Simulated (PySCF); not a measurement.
**Computed data sheet: [Si(OH)6]2-, `O[Si-2](O)(O)(O)(O)O`**

Compound: [Si(OH)6]2- (charge -2).
Cartesian coordinates in Å at the PBE0-D3(BJ)/def2-SVP level; atoms count from 1:
```xyz
13
H6O6Si angstrom
Si     0.0037   -0.0014    0.0012
O      0.0157   -0.0404    1.8323
H     -0.0872   -1.0006    1.8708
O     -0.0082    0.0344   -1.8285
H      0.0889    0.9948   -1.8711
O      1.8329   -0.0266    0.0480
H      1.8683    0.0602    1.0099
O     -1.8269    0.0229   -0.0426
H     -1.8661   -0.0853   -1.0019
O     -0.0293    1.8281   -0.0181
H     -0.9903    1.8714    0.0738
O      0.0341   -1.8325    0.0202
H      0.9949   -1.8771   -0.0718
```

PBE0-D3(BJ)/def2-SVP geometry optimisation, gas phase (PySCF):

| Property | Result |
| --- | --- |
| Point group | S6 |
| Rotational constants A, B, C | 2.305, 2.113, 2.112 GHz |

**KT2/pcSseg-1 ground state and GIAO shieldings, non-relativistic (PySCF)**

| Property | Result |
| --- | --- |
| HOMO energy | 4.24 eV |
| LUMO energy | 9.38 eV |
| HOMO–LUMO gap | 5.14 eV |
| 1H chemical shifts (computed TMS as zero) by class | 0.29 (H3/H5/H7/H9/H11/H13) ppm |
| Isotropic shieldings of nuclei other than C and H, by class | 235 (O2/O4/O6/O8/O10/O12), 502 (Si1) ppm |

Monoisotopic mass to charge of the ion (most abundant isotopes, electron mass counted): 64.9972.

The rotational constants are those of a prolate symmetric top; the small spread among constants that symmetry makes equal is optimisation noise. With B = h/(8π²I), that is 505.379 GHz u Å² over I, the principal moments of inertia are 219.3, 239.2 and 239.3 u Å² (most abundant isotopes).

Whether so highly charged an anion holds all its electrons in the gas phase wasn't checked; a finite basis holds them in any case. The ion is multiply charged and computed without counter-ions or solvent. The HOMO energy is positive, so at this level the finite basis confines the outermost electrons. No diffuse functions stand in pcSseg-1, which bears on an anion's orbital energies.
